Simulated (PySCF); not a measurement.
**Polarisability and C₆ of Ho (holmium, neutral)**

[Xe] 4f11 6s2, one real determinant. All numbers are calculated (PySCF 2.14, the spin-free X2C one-electron Hamiltonian (Gaussian nucleus), in ANO-RCC-VTZP (8s7p5d3f2g1h, 104 functions)). Coupled (time-dependent) response in atomic units; α is the mean over directions. The basis has no added diffuse functions, which lowers α and C₆.

| method | mean α (bohr³) | α xx, yy, zz | C₆ (like pair) | S(−4) |
| --- | --- | --- | --- | --- |
| PBE | 156.0 | 155.8, 155.8, 156.4 | 2285 | 11360 |

S(−4) is the Cauchy moment in α(ω) = α(0) + S(−4) ω² + …

Reference α: 165 ± 10 bohr³ (recommended; Schwerdtfeger and Nagle, table of static dipole polarizabilities (2023 update)). Published C₆: 2280 (Gould and Bucko (2016)).

Spin-orbit coupling is absent.

α(iu) at PBE:

```json
{"u (hartree)": "0", "α(iu) (bohr³)": "156.0"}
{"u (hartree)": "0.0500", "α(iu) (bohr³)": "132.4"}
{"u (hartree)": "0.100", "α(iu) (bohr³)": "92.27"}
{"u (hartree)": "0.200", "α(iu) (bohr³)": "44.00"}
{"u (hartree)": "0.300", "α(iu) (bohr³)": "25.27"}
{"u (hartree)": "0.500", "α(iu) (bohr³)": "12.58"}
{"u (hartree)": "0.750", "α(iu) (bohr³)": "7.624"}
{"u (hartree)": "1.00", "α(iu) (bohr³)": "5.468"}
{"u (hartree)": "1.50", "α(iu) (bohr³)": "3.441"}
{"u (hartree)": "2.00", "α(iu) (bohr³)": "2.453"}
{"u (hartree)": "3.00", "α(iu) (bohr³)": "1.480"}
{"u (hartree)": "5.00", "α(iu) (bohr³)": "0.7304"}
```

The components differ because the open shell of this determinant is not spherical; for a pure term their mean is the scalar polarisability.

⟨L²⟩ = 34.01 against 42 for a pure I term, so this real determinant mixes terms. Spin-orbit coupling, absent here, splits the open shell strongly.
